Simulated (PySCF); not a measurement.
A structure optimised at r2SCAN-D4/def2-SVP, used in a PySCF frequency run:

```
C
F 1 1.3312
F 1 1.3312 2 109.39
F 1 1.3329 2 108.88 3 118.88
C 1 1.5543 2 108.72 4 122.53
O 5 1.1761 1 124.90 2 -120.50
```
Charge 0, spin multiplicity 2.

Write its SMILES, formula and point group.

O=[C]C(F)(F)F, C₂F₃O, Cs

What are its rotational constants (standard atomic weights)?

5.6313, 2.9922, 2.9912 GHz
